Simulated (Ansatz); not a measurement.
`BOB[SiH3]` → `BOB` + `[SiH2]` at 400 K and 1 bar (silylene loss).

Calculated with Ansatz (gas phase, PBE0-D4/def2-TZVP geometries, no zero-point term in ΔE). CBS: MP2 limit from def2 TZ/QZ plus the TZ coupled-cluster correction, frozen cores. This one scheme is used for every species. Each species was taken in one conformer, which may not be the lowest.

```tsv
species	CCSD(T)/CBS energy (Eh)	H − E (kJ/mol)	S (J/(mol·K))
`BOB[SiH3]`	-417.48760	196.2	370.6
`BOB`	-127.21702	143.3	283.5
`[SiH2]`	-290.19011	44.2	218.1
```

H − E and S are ideal-gas, rigid-rotor, harmonic terms from PBE0-D4/def2-TZVP, for one conformer and one mirror image of each species. 1 Eh = 2625.50 kJ/mol, R = 8.31446 J/(mol·K).

By hand: ΔE, ΔH, ΔS and ΔG.

ΔE = (-127.21702) + (-290.19011) − (-417.48760) = 0.08047 Eh = 211.3 kJ/mol. Δ(H − E) = 143.3 + 44.2 − 196.2 = -8.7, so ΔH = 202.6 kJ/mol. ΔS = 283.5 + 218.1 − 370.6 = 131.0 J/(mol·K). ΔG = 202.6 − 400 × (131.0)/1000 = 150.2 kJ/mol.

By hand: the equilibrium constant, and the temperature at which ΔG would vanish if ΔH and ΔS stayed fixed.

log₁₀ K = −ΔG/(RT ln 10) = -19.6. ΔG = 0 at ΔH/ΔS = 1547 K.

The number of gas molecules changes by +1, which sets the sign of ΔS. A doubt of 5 kJ/mol in ΔE shifts log₁₀ K by 0.7 here. Other conformers and mirror images would add mixing entropy, several J/(mol·K) or more a flexible species. Modes under 60 cm⁻¹, often nearly free rotors, make the harmonic entropy too high. These are equilibria of isolated gas molecules and say nothing of rates. Largest T1 diagnostic: 0.014 (customary marks: 0.02 for closed shells, 0.045 for open ones).
